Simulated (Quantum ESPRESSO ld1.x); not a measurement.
Problem. The mean radii <r> (bohr) of the occupied orbitals of an atom or ion are listed with their occupations. Calculated with ld1.x of Quantum ESPRESSO 7.5: scalar-relativistic Kohn-Sham, LDA (Slater exchange, Perdew-Wang correlation), spin-polarised, spherical densities, point nucleus.

orbital  occ.      <r>
1s down     1  0.06973
1s up       1  0.06973
2s up       1   0.3259
2s down     1   0.3258
2p up       3   0.2904
2p down     3   0.2903
3s up       1   0.9939
3s down     1   0.9947
3p up       3    1.057
3p down     3    1.058
3d up       1    1.253

Name the element and its charge. Open shells, if any, are filled with parallel spins first.

Solution. Z = 22, titanium, charge +3: Ti3+ in [Ar] 3d1. The 1s radius gives Z: for a bare nucleus <r> = (2 gamma + 1)/(2Z) with gamma = sqrt(1 - (Z/c)^2), 0.06759 bohr for Z = 22, and screening makes it slightly larger (0.06973 here). The occupations add up to 19, and the charge is Z minus that.
